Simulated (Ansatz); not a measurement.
Geometry optimisation, Ansatz, RKS r2SCAN-D4/def2-mTZVP.

Input file:

```yaml
crystal:
  periodic: [false, false, false]
  atoms:
    - { symbol: Ge, position_ang: [-1.043631, 0.269771, 0.749234] }
    - { symbol: H, position_ang: [1.5079, -0.509656, 1.454347] }
    - { symbol: O, position_ang: [1.898143, -0.04527, 0.679046] }
    - { symbol: H, position_ang: [1.526391, -0.553527, -0.061468] }
    - { symbol: O, position_ang: [-1.132716, 1.419473, -0.607745] }
    - { symbol: H, position_ang: [-1.005206, 0.975678, -1.462031] }
    - { symbol: O, position_ang: [-0.670879, -1.179285, -0.310422] }
    - { symbol: H, position_ang: [-0.782703, -2.025684, 0.14624] }
basis:
  gaussian: { orbitals: def2-mTZVP }
hamiltonian:
  xc: r2scan
  dispersion: d4
relax:
  f_tol: 0.03
  max_steps: 50
```

Command:

```bash
$ ansatz run input.yaml --threads 4 --pin off --max-ram 5120MiB --backend cpu --events-out ev --progress --plain --runs-dir out
```

Question: Where does it end, and by what steps?

Answer: The run converged. After 9 steps the energy has fallen by 0.187 eV; O3 moved furthest, 0.45 Å.

| step | energy less start (eV) | largest force component (eV/Å) | accepted |
| --- | --- | --- | --- |
| 0 | 0.0000 | 0.658 | yes |
| 1 | 0.0591 | 2.937 | no |
| 2 | -0.0454 | 0.696 | yes |
| 3 | -0.0825 | 1.059 | yes |
| 4 | -0.1002 | 1.569 | yes |
| 5 | -0.1124 | 0.928 | yes |
| 6 | -0.1824 | 0.226 | yes |
| 7 | -0.1858 | 0.113 | yes |
| 8 | -0.1854 | 0.082 | no |
| 9 | -0.1872 | 0.016 | yes |

```xyz
8
Properties=species:S:1:pos:R:3
Ge -0.921 0.201 0.785
H 1.839 -0.302 1.427
O 1.471 0.085 0.618
H 1.317 -0.677 0.026
O -0.982 1.400 -0.543
H -0.844 0.968 -1.401
O -0.665 -1.239 -0.362
H -0.917 -2.084 0.036
```

Whether the end is a true minimum wasn't checked by a vibrational analysis.

Time of the run: 8.5 s on 4 threads of AMD EPYC 9R45 96-Core Processor (Zen 5), on a shared host, peak memory 0.19 GiB.
